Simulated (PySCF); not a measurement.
Continuum solvent and chemical shifts

Molfile (atoms numbered from 1):
```
C2H12SSi5
     RDKit          3D

 20 20  0  0  0  0  0  0  0  0999 V2000
   -3.2398    0.1754    0.4464 C   0  0  0  0  0  0  0  0  0  0  0  0
   -1.7513    0.1412    0.4117 C   0  0  0  0  0  0  0  0  0  0  0  0
   -0.8206    0.4553    1.7209 S   0  0  0  0  0  0  0  0  0  0  0  0
   -0.7961   -0.2683   -1.1821 Si  0  0  0  0  0  4  0  0  0  0  0  0
    0.6412    1.5704   -1.4506 Si  0  0  0  0  0  4  0  0  0  0  0  0
    2.2526    1.2911    0.2509 Si  0  0  0  0  0  4  0  0  0  0  0  0
    2.2379   -0.9934    0.8301 Si  0  0  0  0  0  4  0  0  0  0  0  0
    0.6270   -2.0269   -0.5496 Si  0  0  0  0  0  4  0  0  0  0  0  0
   -3.6437   -0.8003    0.1248 H   0  0  0  0  0  0  0  0  0  0  0  0
   -3.6231    0.4250    1.4459 H   0  0  0  0  0  0  0  0  0  0  0  0
   -3.6117    0.9110   -0.2883 H   0  0  0  0  0  0  0  0  0  0  0  0
   -1.7227   -0.5497   -2.3258 H   0  0  0  0  0  0  0  0  0  0  0  0
    1.2943    1.5106   -2.7979 H   0  0  0  0  0  0  0  0  0  0  0  0
   -0.1159    2.8572   -1.3405 H   0  0  0  0  0  0  0  0  0  0  0  0
    3.5960    1.6786   -0.2954 H   0  0  0  0  0  0  0  0  0  0  0  0
    1.9646    2.1727    1.4222 H   0  0  0  0  0  0  0  0  0  0  0  0
    1.9371   -1.2089    2.2774 H   0  0  0  0  0  0  0  0  0  0  0  0
    3.5769   -1.6088    0.5435 H   0  0  0  0  0  0  0  0  0  0  0  0
   -0.1386   -3.1106    0.1432 H   0  0  0  0  0  0  0  0  0  0  0  0
    1.2849   -2.6052   -1.7655 H   0  0  0  0  0  0  0  0  0  0  0  0
  1  2  1  0
  2  3  2  0
  2  4  1  0
  4  5  1  0
  5  6  1  0
  6  7  1  0
  7  8  1  0
  8  4  1  0
  1  9  1  0
  1 10  1  0
  1 11  1  0
  4 12  1  0
  5 13  1  0
  5 14  1  0
  6 15  1  0
  6 16  1  0
  7 17  1  0
  7 18  1  0
  8 19  1  0
  8 20  1  0
M  END
```

GIAO PBE0/pcSseg-1 in PySCF 2.14 on one PBE0-D3(BJ)/def2-SVP conformer, non-relativistic, equivalent nuclei averaged. Solvents enter as an IEF-PCM continuum (chloroform with ε = 4.7, acetone with ε = 20.5) around the gas-phase geometry. Shifts are referred to TMS, CS2 computed in the same medium.

Gas phase, δ in ppm: C2 332.5, C1 52.5, S3 1155.9, Si4 -50.2, Si5/Si8 -90.3, Si6/Si7 -106.7, H12 5.06, H15/H18 3.82, H16/H17 3.82, H14/H19 3.55, H13/H20 3.49, H9/H10/H11 3.44. Dipole moment 2.40 D.

(1) How does each δ change in the continuum?

(2) Which of the listed nuclei move most (in ppm), and what does the model miss?

## Answers

(1) 
```csv
atoms,environment,"Δδ, chloroform","Δδ, acetone"
C2,thiocarbonyl carbon,+5.4,+7.7
C1,methyl carbon,+2.3,+3.1
S3,thione sulfur,-72.3,-100.8
Si4,"silicon bonded to C, 2 Si, H, in a 5-membered ring",+1.5,+2.4
Si5/Si8,"silicon bonded to 2 Si, 2 H, in a 5-membered ring",-0.2,-0.2
Si6/Si7,"silicon bonded to 2 Si, 2 H, in a 5-membered ring",0.0,0.0
H12,"hydrogen on a silicon bonded to C, 2 Si, in a 5-membered ring",+0.03,+0.06
H15/H18,"hydrogen on a silicon bonded to 2 Si, in a 5-membered ring",-0.09,-0.12
H16/H17,"hydrogen on a silicon bonded to 2 Si, in a 5-membered ring",-0.09,-0.14
H14/H19,"hydrogen on a silicon bonded to 2 Si, in a 5-membered ring",-0.02,-0.03
H13/H20,"hydrogen on a silicon bonded to 2 Si, in a 5-membered ring",-0.02,-0.02
H9/H10/H11,hydrogen on a methyl carbon,+0.15,+0.21
```

Changes are relative to the gas phase. The dipole moment becomes 3.22 D in chloroform, 3.58 D in acetone.

(2) S3 (thione sulfur, -100.8 ppm) in acetone. A continuum only polarises the solute; specific hydrogen bonds, the anisotropy of aromatic solvents and changes of geometry or conformer are outside it.
